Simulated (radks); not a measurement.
The numbers below are computed, except where a source is named.
P4+, configuration [He] 2s2 2p5 3s2 (not the ground configuration). Level of theory: scalar-relativistic Kohn-Sham, AM05, spin-unpolarised, spherical densities, point nucleus (a radial shooting solver on a logarithmic mesh with Libxc functionals).

Local quantities along the radius. ELF = 1/(1 + alpha^2) is the electron localisation function; alpha = (tau - tau_W)/tau_unif compares the Pauli kinetic energy density with that of the uniform gas; -r V(r) is the screened charge that the Kohn-Sham potential presents (atomic units). tau is taken from the large components.

r (bohr)	ELF	alpha	-r V(r)
0.008106	1.000	0.009774	14.69
0.01047	1.000	0.01072	14.60
0.01353	1.000	0.01212	14.48
0.01747	1.000	0.01423	14.32
0.02257	1.000	0.01757	14.13
0.02916	0.999	0.02311	13.88
0.03736	0.999	0.03260	13.58
0.04826	0.997	0.05156	13.21
0.06234	0.991	0.09297	12.76
0.08053	0.963	0.1956	12.23
0.104	0.815	0.4767	11.61
0.1344	0.416	1.186	10.90
0.1736	0.198	2.014	10.11
0.2224	0.291	1.562	9.343
0.2873	0.628	0.7694	8.496
0.3712	0.828	0.4564	7.645
0.4794	0.859	0.4049	6.857
0.6193	0.726	0.6145	6.167
0.8	0.224	1.863	5.575
1.025	0.089	3.205	5.141
1.324	0.583	0.8450	4.975
1.711	0.985	0.1231	4.774
2.21	1.000	0.02045	4.524
2.854	1.000	0.003936	4.347
3.687	1.000	0.0008141	4.226
4.725	1.000	0.0001776	4.138

On this mesh the ELF has minima near r = 0.17, 1.0 bohr, which separate the shells, and maxima near 0.48 (0.86).
